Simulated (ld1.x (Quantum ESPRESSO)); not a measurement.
palladium: one change to a TM potential, before and after

- Element: palladium
- Generator: ld1.x (Quantum ESPRESSO) 7.5
- Type: norm-conserving Troullier–Martins (Kleinman–Bylander form)
- Functional: PBEsol
- Relativity: scalar-relativistic
- Frozen core: [Kr]
- Valence charge: 10
- Reference configuration: 4d10 5s0
- Partial waves: 5s (bound, empty): rc 1.85 bohr; 5p channel at 0.05 Ry: rc 2.05 bohr; 4d (bound): rc 1.45 bohr
- Local potential: all-electron potential smoothed inside 1.40 bohr (lloc = -1)
- Core correction: a·sin(br)/r model core inside 1.00 bohr

Change: local potential the s channel.

Cutoffs: the cutoffs (Ry, on a coarse ladder) from which the occupation-weighted sum of valence levels, in a spherical-Bessel basis at the reference potential, stays within 10 and 1 mRy of its value at 400 Ry; they do not see the model core or the augmentation charge, which bear on the density cutoff. Errors are all-electron minus pseudo energies relative to the spin-unpolarised reference configuration.

Question: Predict the effect on cutoff, ghosts and configuration errors.

Answer: The potential gets neither clearly harder nor softer (70 Ry and 80 Ry → 70 Ry and 90 Ry); the bound ghosts move from p, s to p; of the 7 tests that both files solve, the error grows in 7 and shrinks in 0 by more than 15 % and 0.3 meV (median size 134.7 → 277.0 meV); the range in which the s phases agree narrows (upper end 1.9 → 0.4); the range in which the d phases agree narrows (upper end at the end of the scan → 1.5). In the separable form a ghost depends on how the local part lies against the semilocal potential of the channel, so the choice of the local part can create or remove one.

```csv
quantity,base,changed
"cutoff, loose",70 Ry,70 Ry
"cutoff, tight",80 Ry,90 Ry
bound ghosts,"s, p",p
"error for 4d9 5s0, meV [ΔE 9.12 eV]",-18,-58
"error for 4d8 5s0, meV [ΔE 29.94 eV]",-150,-382
"error for 4d7 5s0, meV [ΔE 64.29 eV]",-549,-1203
"error for 4d6 5s0, meV [ΔE 113.61 eV]",-1395,-2694
"error for 4d9 5s1, meV [ΔE 1.51 eV]",-31,-68
"error for 4d8 5s1, meV [ΔE 13.66 eV]",-135,-277
"error for 4d9.5 5s0, meV [ΔE 3.24 eV]",-2.7,-10
s: phases at 2.26 bohr within 0.05 rad from the reference energy up to (Ry; the scan ends near 5),1.9,0.4
p: phases at 2.26 bohr within 0.05 rad from the reference energy up to (Ry; the scan ends near 5),1.0,1.2
d: phases at 2.26 bohr within 0.05 rad from the reference energy up to (Ry; the scan ends near 5),to the end of the scan,1.5
```

 A true bound ghost makes a file unfit for plane-wave use even where its test errors are small: the radial tests pick states by their node count and pass the ghost by.
